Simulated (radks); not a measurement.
The gadolinium anion Gd- inside a hard spherical wall (all orbitals vanish at R), configuration held at [Xe] 4f7 5d2 6s2 and not refilled when levels cross. Method: scalar-relativistic Kohn-Sham, PBE, spin-unpolarised, spherical densities, finite nucleus; Fermi nuclear charge, rms radius 5.1569 fm; computed with a radial shooting solver on a logarithmic mesh with Libxc functionals. Eigenvalues in eV, with the zero of energy where the potential of the charges vanishes at infinity; a dash marks a level that is unbound or too diffuse for the functional's potential to be trusted. A positive occupied level is held by the wall or, in an anion where self-interaction has pushed it up, behind a barrier. The pressure on the wall is -dE/dV.

R (bohr)	E (hartree)	kinetic (hartree)	e(5p)	e(4f)	e(6s)	e(6p, empty)	e(7s, empty)	e(5d)	pressure (GPa)
20	-11270.2573	12100.092	-22.337	-3.740	-0.152	1.652	1.812	1.832	0.00329
10	-11270.2351	12100.155	-20.654	-2.045	0.962	3.278	6.340	3.236	0.251
7	-11270.1330	12100.524	-17.896	0.761	3.236	6.605	15.511	5.653	3.95
5	-11269.7071	12101.867	-12.938	6.031	9.727	15.793	38.687	10.770	43.6
3.5	-11267.7805	12108.338	-2.986	17.616	32.066	44.979	104.13	23.474	578
3	-11265.4470	12116.394	5.343	27.239	54.669	72.230	160.40	34.666	1800
2.5	-11259.6863	12135.584	22.187	45.035	102.34	126.75	267.22	57.128	6790
